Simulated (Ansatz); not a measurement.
Total energies of `CC[P+](CC)(CC)[Ga-]([F])([F])[F]`.

Z-matrix (Å, degrees):
```
C
C 1 1.523
H 1 1.091 2 109.9
H 1 1.092 2 111.9 3 -119.3
H 1 1.092 2 110.7 3 119.3
P 2 1.819 1 113.1 3 -179.1
H 2 1.093 1 110.0 3 -60.5
H 2 1.095 1 111.8 3 58.7
C 6 1.819 2 106.8 1 -68.6
C 6 1.819 2 106.8 1 177.4
Ga 6 2.401 2 112.0 1 54.4
C 9 1.523 6 113.1 2 177.5
H 9 1.095 6 108.0 2 -58.2
H 9 1.093 6 106.3 2 56.7
C 10 1.523 6 113.1 2 -68.5
H 10 1.093 6 106.3 2 170.7
H 10 1.095 6 108.0 2 55.8
F 11 1.772 6 104.5 2 125.2
F 11 1.772 6 104.4 2 -114.8
F 11 1.772 6 104.5 2 5.2
H 12 1.092 9 110.7 6 -59.8
H 12 1.091 9 109.9 6 -179.1
H 12 1.092 9 111.9 6 61.6
H 15 1.091 10 109.9 6 -179.1
H 15 1.092 10 111.9 6 61.6
H 15 1.092 10 110.7 6 -59.8
```

Charge 0, multiplicity 1. Correlated methods include outer-core shells of Ga, which these sets cover unevenly. Scalar relativity is left out up to krypton. The structure was optimised at the PBE0-D4/def2-TZVP level. It is one conformer, not always the lowest. Basis def2-TZVPP, the Gaussian-basis code of Ansatz.

RPA on PBE orbitals: Hartree–Fock energy of these orbitals -2798.52207 Eh, correlation -3.51666 Eh (frozen core).

```json
{"functional": "LDA (SPW92)", "energy without D4 (Eh)": "-2795.38769", "D4 term (kJ/mol)": "–"}
{"functional": "revPBE", "energy without D4 (Eh)": "-2803.43114", "D4 term (kJ/mol)": "-216.5"}
{"functional": "BLYP", "energy without D4 (Eh)": "-2803.71730", "D4 term (kJ/mol)": "-164.5"}
{"functional": "r2SCAN", "energy without D4 (Eh)": "-2803.53333", "D4 term (kJ/mol)": "-22.0"}
{"functional": "PBE0", "energy without D4 (Eh)": "-2802.87161", "D4 term (kJ/mol)": "-67.8"}
{"functional": "B3LYP", "energy without D4 (Eh)": "-2803.91184", "D4 term (kJ/mol)": "-123.8"}
{"functional": "r2SCAN0", "energy without D4 (Eh)": "-2803.44554", "D4 term (kJ/mol)": "-25.6"}
{"functional": "HSE06 (plane-wave form)", "energy without D4 (Eh)": "-2802.83679", "D4 term (kJ/mol)": "-63.7"}
{"functional": "BHLYP", "energy without D4 (Eh)": "-2803.54343", "D4 term (kJ/mol)": "-96.6"}
{"functional": "CAM-B3LYP", "energy without D4 (Eh)": "-2803.75544", "D4 term (kJ/mol)": "-69.7"}
{"functional": "LC-ωPBE", "energy without D4 (Eh)": "-2803.18742", "D4 term (kJ/mol)": "–"}
{"functional": "ωB97M-V", "energy without D4 (Eh)": "-2803.50121", "D4 term (kJ/mol)": "–"}
{"functional": "B2PLYP", "energy without D4 (Eh)": "-2802.96201", "D4 term (kJ/mol)": "–"}
{"functional": "PBE-QIDH", "energy without D4 (Eh)": "-2802.39847", "D4 term (kJ/mol)": "–"}
```

Q: Give the same for PBE, B97M-V, r2SCANh, ωB97X-V. (Best estimate.)

A: Computed: 
```json
{"functional": "PBE", "energy without D4 (Eh)": "-2802.75355", "D4 term (kJ/mol)": "-78.1"}
{"functional": "B97M-V", "energy without D4 (Eh)": "-2803.28261", "D4 term (kJ/mol)": "–"}
{"functional": "r2SCANh", "energy without D4 (Eh)": "-2803.49689", "D4 term (kJ/mol)": "-23.4"}
{"functional": "ωB97X-V", "energy without D4 (Eh)": "-2803.45008", "D4 term (kJ/mol)": "–"}
```

B3LYP takes the VWN-RPA correlation (the form of Gaussian; ORCA's B3LYP/G). HSE06 is the plane-wave form, built on full-range PBE exchange. The double hybrids freeze the cores in their second-order part.

LC-ωPBE has ω = 0.4 bohr⁻¹.
